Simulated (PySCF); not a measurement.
Excitations are Tamm–Dancoff values on a coarser integration grid. The basis has no diffuse functions, so Rydberg states are missing or too high.

Z-matrix (Å, degrees):
```
N
H 1 1.0091
Si 1 1.7219 2 117.13
Si 1 1.7317 2 115.64 3 179.07
H 3 1.4864 1 106.57 2 178.76
H 3 1.4890 5 109.22 1 -121.75
H 4 1.4890 1 109.10 2 135.15
H 4 1.4892 7 109.15 1 116.36
H 3 1.4896 5 108.96 6 -116.79
C 4 1.8654 7 108.51 8 119.74
H 10 1.0926 4 111.11 7 -178.57
H 10 1.0932 11 108.08 4 121.64
H 10 1.0936 11 108.28 12 116.62
```
Charge 0, spin multiplicity 1.

Task: What S1 excitation (TDA), HOMO–LUMO gap, S1 oscillator strength, LUMO and HOMO does PySCF with PBE-D3(BJ)/def2-TZVP // PBE0-D4/def2-TZVP give?

Result: 
- S1 excitation (TDA): 5.50 eV
- HOMO–LUMO gap: 5.38 eV
- S1 oscillator strength: 0.009
- LUMO: -0.66 eV
- HOMO: -6.04 eV
